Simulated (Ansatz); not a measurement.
Ansatz (a first-principles code) input (PBE0/def2-TZVPD):

Ansatz 0.2 input:
```yaml
crystal:
  periodic: [false, false, false]
  atoms:
    - {symbol: Al, position_ang: [-0.00000000, -0.00000000, -0.61996352]}
    - {symbol: O, position_ang: [0.00000000, 0.00000000, 1.00744073]}
basis:
  gaussian:
    orbitals: def2-TZVPD
hamiltonian:
  xc: {name: PBE0}
total_charge: 1
```

Output:

```
Functional definition: PBE0
integrals: 0.01 GiB planned
478 factors; their error is unknown
mean field: 0.17 GiB planned
mean field evaluation 1: about -8594.6733 eV, gradient 1.3e2 eV
mean field evaluation 2: about -8364.2601 eV, gradient 2.1e2 eV
mean field evaluation 4: about -8624.5583 eV, gradient 4.1e1 eV
mean field evaluation 8: about -8627.9711 eV, gradient 9.8e-2 eV
mean field -8627.98953756 eV, -317.0727672440 hartree, gradient 6.3e-5 eV, S^2 0.000000; 0 other end points of the search recorded, 0 dependent functions left out
reference -8627.98956296 eV, -317.0727681776 hartree; 10, 10 occupied and 73, 73 virtual orbitals, 478 factors
Total energy: -8627.98956296 eV, -317.0727681776 hartree
```

This state (charge 1, singlet) is run at the relaxed geometry of the species with charge 0 and multiplicity 2.
